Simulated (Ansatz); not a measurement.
System: C3Si (charge 0, singlet). 
Coordinates optimised at B3LYP-D3(BJ)/def2-TZVP (Ansatz, a program for electronic structure):
SMILES: [C]1[c+]2[si-2][c+]21
```xyz
4

Si    -1.1780     0.0195     0.0025
C      0.5192     0.7250     0.0011
C      0.4949    -0.7417    -0.0032
C      1.7345    -0.0287    -0.0036
```

Property: vertical triplet-singlet gap (E(triplet) - E(singlet); each state is the SCF solution reached for its spin; the UHF <S^2> is 2.10 for the triplet (pure: 2.00); for the singlet the Hartree-Fock reference is unstable and T1 is 0.016), in kcal/mol. Valence correlation only, unless marked. Open shells are spin-unrestricted. Spin-orbit coupling is left out. Non-relativistic. Basis-set limits of correlation are two-point, X^-3; Hartree-Fock from the larger set. [CCSD(T)-MP2]/basis is that difference in the basis named.

RI-MP2/CBS(aug-cc-pV(T+d)Z,aug-cc-pV(Q+d)Z)+[CCSD(T)-MP2]/aug-cc-pV(T+d)Z (Ansatz) gives 29.9 kcal/mol.

Another calculation gave 30.4 kcal/mol. Which level was it?
(A) B3LYP/def2-TZVPD (Ansatz)
(B) r2SCAN/def2-TZVPD (Ansatz)
(C) wB97X-V/def2-TZVPD (Ansatz)
(D) SVWN5/def2-TZVPD (Ansatz)

C, wB97X-V/def2-TZVPD (Ansatz). The others give 19.9 (SVWN5), 24.9 (B3LYP), 17.2 (r2SCAN) kcal/mol.
